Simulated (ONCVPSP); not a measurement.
Building the ONCV potential for ruthenium (PBE, scalar-relativistic).

ONCVPSP 4.0.1 input, shortened (lines: element, Z, core and valence counts, functional; n l f; lmax; l rc ep ncon nbas qcut; lloc lpopt rc5 dvloc0; l nproj debl; icmod fcfact rcfact), PBE, scalar-relativistic:

```
  Ru 44.00    8    2        4      upf
    1    0    2.00
    2    0    2.00
    2    1    6.00
    3    0    2.00
    3    1    6.00
    3    2   10.00
    4    0    2.00
    4    1    6.00
    4    2    7.00
    5    0    0.50
    2
    0    1.95    0.00    4    9    4.00
    1    2.20    0.02    5   10    3.70
    2    1.95    0.00    4    9    7.00
    2    5    1.95    0.00
    0    2    3.20
    1    1    4.00
    2    0    1.10
    3    4.00    1.50
```

All-electron outer shells of the reference configuration (PBE, scalar-relativistic, ld1.x):

```
shell  level (eV)  outermost node (bohr)  outermost maximum (bohr)
   4p      -49.97                   0.49                      0.98
   4d       -8.72                   0.48                      1.21
   5s       -7.26                   1.23                      2.66
```

Does the generator finish with these settings?

No. ONCVPSP 4.0.1 stopped with "optimize: ERROR ps0norm > uunorm, code will stop": the continuity conditions at rc already need more norm inside rc than the all-electron wave has, so norm conservation cannot be met. It happened in the s channel.
